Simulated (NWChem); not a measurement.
Molecule: CH$_{3}$ClMoO$_{2}$; SMILES [CH3][Mo](=[O])(=[O])[Cl]

Program: NWChem. No frequency run checked for a minimum. def2 effective core potentials on Mo; no spin-orbit coupling. B3LYP is NWChem's, with the RPA form of VWN correlation. Each level has its own optimisation.

```tsv
level	r Mo–O (Å)	r Cl–Mo (Å)	r C–Mo (Å)	r C–H (Å)	dipole (D)
B3LYP/3-21G (all-electron, non-relativistic)	1.713	2.352	2.122	1.096	2.82
Hartree-Fock/STO-3G (all-electron, non-relativistic)	[?]	2.265	2.103	[?]	[?]
PBE0/def2-SVP (core potentials)	1.666	2.271	2.089	1.102	2.62
```

Problem. Complete the blanks.

Solution. 
- Hartree-Fock/STO-3G (all-electron, non-relativistic), r Mo–O (Å): 1.606
- Hartree-Fock/STO-3G (all-electron, non-relativistic), r C–H (Å): 1.084
- Hartree-Fock/STO-3G (all-electron, non-relativistic), dipole (D): 2.16
